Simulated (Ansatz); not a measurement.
Molecule: ZrO₃, net charge 0, singlet state. 
Geometry from a B3LYP-D3(BJ)/def2-TZVP (Ansatz, a first-principles code) optimisation:
```
Zr
O 1 1.7622
O 1 1.9661 2 114.23
O 3 1.4928 1 67.69 2 100.64
```

Dipole moments at this geometry, in debye (magnitudes).

```
level               program  dipole (D)
------------------  -------  ----------
SVWN5/def2-TZVPD     Ansatz        6.96
B97M-V/def2-TZVPD    Ansatz           ?
r2SCAN0/def2-TZVPD   Ansatz        7.83
HSE06/def2-TZVPD     Ansatz        7.58
wB97X-V/def2-TZVPD   Ansatz        7.96
CCSD(T)/def2-SVPD    Ansatz           ?
```

**Question.** Some entries are withheld; supply them.

**Answer.** 
- B97M-V/def2-TZVPD, dipole (D): 7.49
- CCSD(T)/def2-SVPD, dipole (D): 7.93
